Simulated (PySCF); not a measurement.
Fill in the blanks.

Compound: CH₆NPSi.
InChI=1S/CH6NPSi/c1-2-4-3/h1,3-4H2

Conformer (atom-mapped SMILES and torsion angles): `[CH2:1]=[N:2][SiH2:3][PH2:4]`: C1–N2–Si3–P4 121°, H–P4–Si3–N2 -75°, H–P4–Si3–N2 -168°.

```json
{"property": "point group", "level": "PBE0-D3(BJ)/def2-SVP", "value": "C1"}
{"property": "rotational constants A, B, C", "level": "PBE0-D3(BJ)/def2-SVP", "value": "?"}
{"property": "dipole moment", "level": "wB97X-D/def2-SVPD", "value": "2.15 D"}
{"property": "HOMO energy", "level": "wB97X-D/def2-SVPD", "value": "-9.19 eV"}
{"property": "LUMO energy", "level": "wB97X-D/def2-SVPD", "value": "?"}
{"property": "lowest singlet excitation", "level": "TDDFT wB97X-D/def2-SVPD", "value": "4.13 eV (300 nm, f = 0.000)"}
{"property": "strongest line among the 10 lowest singlet transitions", "level": "TDDFT wB97X-D/def2-SVPD", "value": "S10 at 7.61 eV (163 nm, f = 0.262)"}
{"property": "lowest triplet excitation (Tamm–Dancoff)", "level": "TDA wB97X-D/def2-SVPD", "value": "3.57 eV"}
{"property": "static isotropic polarisability", "level": "wB97X-D/def2-SVPD", "value": "?"}
{"property": "vertical ionisation energy", "level": "ΔSCF wB97X-D/def2-SVPD", "value": "?"}
{"property": "electronic spatial extent ⟨r²⟩ about the centre of nuclear charge", "level": "wB97X-D/def2-SVPD", "value": "637 bohr²"}
{"property": "13C chemical shifts (computed TMS as zero) by class", "level": "GIAO PBE0/pcSseg-1", "value": "?"}
{"property": "1H chemical shifts (computed TMS as zero) by class", "level": "GIAO PBE0/pcSseg-1", "value": "8.61 (1 H), 8.50 (1 H), 5.30 (2 H), 1.50 (2 H) ppm"}
{"property": "isotropic shieldings of nuclei other than C and H, by class", "level": "GIAO PBE0/pcSseg-1", "value": "?"}
{"property": "core binding energies", "level": "ΔSCF SCAN, pcX-2 on the ionised atom, pcseg-1 elsewhere, spin-free X2C, 2p3/2 from a spin–orbit splitting computed afterwards within the 2p shell", "value": "Si2p3/2 106.9, P2p3/2 136.3, C1s 292.1, N1s 404.6, Si1s 1846.8, P1s 2149.9 eV"}
```

Gas-phase values; electronic properties from PySCF, density fitting. The structure is a single PBE0-D3(BJ)/def2-SVP conformer in the gas phase; no vibrational or solvent corrections.

Problem. Give the static isotropic polarisability.

Solution. 76.5 au.

Problem. The isotropic shieldings of nuclei other than C and H, by class?

Solution. -159 (1 N), 367 (1 Si), 592 (1 P) ppm.

Problem. Give the rotational constants A, B, C.

Solution. 10.620, 2.179, 1.949 GHz.

Problem. The vertical ionisation energy?

Solution. 9.43 eV.

Problem. The 13C chemical shifts (computed TMS as zero) by class?

Solution. 176.5 (1 C) ppm.

Problem. The LUMO energy?

Solution. 0.71 eV.

A dipole of 2.15 D is allowed in C1, and pure rotational transitions are dipole-allowed. The ΔSCF ionisation energy exceeds −ε(HOMO) by 0.24 eV with wB97X-D. No computed singlet falls in the visible range (750 to 380 nm, 1.65 to 3.26 eV); S1 lies 0.87 eV above its blue end.

For the TDDFT job (wB97X-D/def2-SVPD), time: 44 s wall. Hardware: Arm Neoverse V1, one thread (shared host).
